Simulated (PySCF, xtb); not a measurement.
PbHI, SMILES [I][PbH] (connectivity only; charge and spin as stated), neutral, multiplicity 1.

GFN2-xTB (xtb) at its own geometry gives an orbital gap of 2.70 eV and a dipole moment of 7.85 D.

The structure is a stationary point at B3LYP-D3(BJ)/def2-TZVP. The def2 effective core potentials stand for the cores of I, Pb; spin–orbit coupling is left out.

### Question
What does M06-2X/def2-TZVPD in PySCF give? (Estimate from the structure and the level; the computed values follow.)

### Answer
gap 5.42 eV (levels -7.79 and -2.38 eV), dipole 4.17 D.
